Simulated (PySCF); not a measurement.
A structure optimised at B3LYP-D3(BJ)/def2-SVP, used in a PySCF frequency run:

```xyz
9

Si     0.0754     0.1513     0.4500
F     -0.0078     1.7388     0.1421
Cl     1.8596    -0.5637    -0.2523
O     -1.1141    -0.6265    -0.3625
C     -2.5035    -0.3707    -0.2622
H     -0.0143    -0.0139     1.9134
H     -2.7472     0.6554    -0.5867
H     -2.8703    -0.5101     0.7709
H     -3.0326    -1.0801    -0.9150
```
Charge 0, spin multiplicity 1.

Q: Write its SMILES and formula.

A: CO[SiH](F)Cl, CH4ClFOSi

Q: What are its rotational constants (standard atomic weights)?

A: 5.3222, 1.9794, 1.5535 GHz
